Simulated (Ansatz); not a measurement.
Reaction (hydrogenolysis of a C–C bond): `CB[SiH2]CC` + H₂ → `CB[SiH2]C` + CH₄

Computed with Ansatz on PBE0-D4/def2-TZVP structures; ΔE is electronic, products minus reactants. CCSD(T)/CBS is the MP2 limit (def2-TZVPP, def2-QZVPP) plus CCSD(T) − MP2 in def2-TZVPP, frozen cores. This one scheme is used for every species. Functionals use def2-TZVPP. B3LYP here is the variant with VWN-RPA as its local correlation; programs differ in this. One conformer a species, not always the lowest.

`CB[SiH2]CC`:

```xyz
16

C    -1.934    1.166   -0.304
B    -1.617   -0.292   -0.738
Si   -0.102   -1.409   -0.005
C     1.225   -0.425    0.902
C     1.994    0.522   -0.015
H    -2.350    1.782   -1.107
H    -2.762    1.053    0.417
H    -1.139    1.709    0.209
H    -2.383   -0.823   -1.498
H    -0.714   -2.413    0.923
H     0.541   -2.189   -1.107
H     1.913   -1.125    1.388
H     0.744    0.135    1.712
H     2.748    1.093    0.532
H     2.508   -0.026   -0.809
H     1.328    1.242   -0.499
```

H₂:

Cartesian coordinates in Å:
```
H 0.327 0.104 0.146
H -0.327 -0.104 -0.146
```

`CB[SiH2]C`:

Z-matrix (Å, degrees):
```
C
B 1 1.552
H 1 1.093 2 114.5
H 1 1.091 2 116.4 3 130.5
H 1 1.105 2 103.1 3 -113.5
Si 2 2.018 1 124.7 3 -150.2
H 2 1.202 1 117.9 3 33.1
C 6 1.879 2 114.9 1 1.1
H 6 1.496 2 107.7 1 123.2
H 6 1.495 2 109.0 1 -122.1
H 8 1.092 6 111.3 2 179.3
H 8 1.093 6 110.9 2 -60.5
H 8 1.093 6 110.8 2 59.2
```

CH₄:

Z-matrix (Å, degrees):
```
C
H 1 1.090
H 1 1.090 2 109.5
H 1 1.090 2 109.5 3 -120.0
H 1 1.090 2 109.5 3 120.0
```

| level | ΔE (kJ/mol) | difference from CCSD(T)/CBS |
| --- | --- | --- |
| PBE-D4 | -77.0 | 1.1 |
| r2SCAN-D4 | -81.5 | -3.4 |
| PBE0-D4 | -79.7 | -1.6 |
| B3LYP-D4 | -81.6 | -3.5 |
| ωB97X-V | -79.6 | -1.5 |
| ωB97M-V | -80.2 | -2.1 |
| B2PLYP | -86.5 | -8.4 |
| PBE | -83.5 | -5.4 |
| r2SCAN | -83.5 | -5.4 |
| PBE0 | -85.4 | -7.3 |
| B3LYP | -91.8 | -13.7 |
| MP2/def2-TZVPP | -76.3 | 1.8 |
| CCSD/def2-TZVPP | -83.0 | -4.9 |
| CCSD(T)/def2-TZVPP | -79.2 | -1.1 |
| HF/def2-QZVPP | -99.3 | -21.2 |
| SCS-MP2/def2-QZVPP | -78.9 | -0.8 |
| CCSD(T)/CBS | -78.1 | 0 |

Largest T1 diagnostic among the species: 0.011.

The D4 term adds +10.1 kJ/mol with B3LYP and +5.7 kJ/mol with PBE0; it sums over pairs of atoms, weighted by their polarisabilities, and B3LYP, whose exchange is more repulsive, gets the larger term. In def2-TZVPP, CCSD(T) changes the Hartree–Fock value by +20.2 kJ/mol (the triples alone add +3.8 kJ/mol) and MP2 by +23.1 kJ/mol.
